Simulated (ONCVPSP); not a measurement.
fluorine (F), ONCV: configuration errors across variants

fluorine, optimised norm-conserving Vanderbilt (ONCV), made with ONCVPSP 4.0.1 (PBE, non-relativistic). Core [He], reference 2s1 2p6. Waves: 2s: rc 0.80 bohr, ncon 4, nbas 8, qcut 10.5 1/bohr, 2 projectors, debl 1.1 Ha; 2p: rc 1.30 bohr, ncon 5, nbas 9, qcut 13.4 1/bohr, 3 projectors, debl 2.5 Ha; d scattering state at 0.24 Ha: rc 1.10 bohr, ncon 4, nbas 9, qcut 7.6 1/bohr, 1 projector. Local part: polynomial inside 0.60 bohr (lpopt 5, dvloc0 6 Ha). Core correction: none.

In the s channel the program set the typed energies aside and used -1.113, 0.250 Ha.

All-electron excitation energies from the reference (eV): (1) 2s2 2p5 -18.724; (2) 2s2 2p4 0.678; (3) 2s2 2p3 39.072; (4) 2s2 2p1 185.513.

Errors AE − PS in meV (a dash: test not solved or not reliable):

| change | (1) | (2) | (3) | (4) | bound ghosts | GHOST(+) flags above zero |
| --- | --- | --- | --- | --- | --- | --- |
| base | +13 | +57 | +197 | +1385 | none | none |
| s: qcut 7.3 | +21 | +73 | +234 | +1548 | none | s |
| s: qcut 8.3 | +17 | +65 | +218 | +1483 | none | none |
| s: qcut 9.6 | +14 | +59 | +203 | +1415 | none | none |
| s: qcut 10.6 | +13 | +57 | +196 | +1382 | none | none |
| s: qcut 11.4 | +13 | +55 | +192 | +1363 | none | none |
| s: qcut 12.6 | +12 | +54 | +188 | +1344 | none | none |
| s: qcut 13.5 | +12 | +53 | +186 | +1336 | none | none |
| s: qcut 14.4 | +12 | +53 | +185 | +1331 | none | none |
| s: qcut 15.8 | +12 | +52 | +184 | +1325 | none | none |

Problem. Give the same row for: s: qcut 6.1.

Solution. +27, +84, +255, +1625; bound ghosts: none; GHOST(+) flags above zero: s.
